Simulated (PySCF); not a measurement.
Isomers of C6H16BNO. Computed with TDDFT B3LYP/def2-SVPD, vertical, gas phase, core orbitals frozen in the response in PySCF 2.14.0, density-fitted response routines. Geometries: PBE0-D3(BJ)/def2-SVP; one conformer of each isolated species. Triplets are in the Tamm–Dancoff approximation.

Task: Rank by computed lowest singlet excitation energy, highest first.
A. `[C@H]1([BH2-][NH3+])C[C@H](OC)CC1`
B. `CO[C@@H]1CC[C@H]([BH2-][NH3+])C1`
C. `COC[NH2+][BH2-]C1CCC1`
D. `COC[N@@+]1(C)[BH2-]CCC1`

Result: D (6.48 eV), C (5.99 eV), A (5.58 eV), B (5.32 eV).

| SMILES | S1 (eV) | α (au) | HOMO (eV) | f (S1) | LUMO (eV) | T1 (eV) | S1 mainly |
| --- | --- | --- | --- | --- | --- | --- | --- |
| COC[N@@+]1(C)[BH2-]CCC1 | 6.48 | 100.9 | -7.08 | 0.007 | 0.07 | 6.42 | H→L (94%) |
| COC[NH2+][BH2-]C1CCC1 | 5.99 | 104.9 | -6.88 | 0.006 | -0.12 | 5.93 | H→L (91%) |
| CO[C@@H]1CC[C@@H]([BH2-][NH3+])C1 | 5.58 | 104.6 | -6.72 | 0.007 | -0.54 | 5.55 | H→L (88%) |
| CO[C@@H]1CC[C@H]([BH2-][NH3+])C1 | 5.32 | 104.5 | -6.52 | 0.001 | -0.64 | 5.29 | H→L (95%) |

H and L stand for HOMO and LUMO.

Without π bonds the low states are Rydberg-like; a valence basis with one diffuse set may place them up to an eV too high.
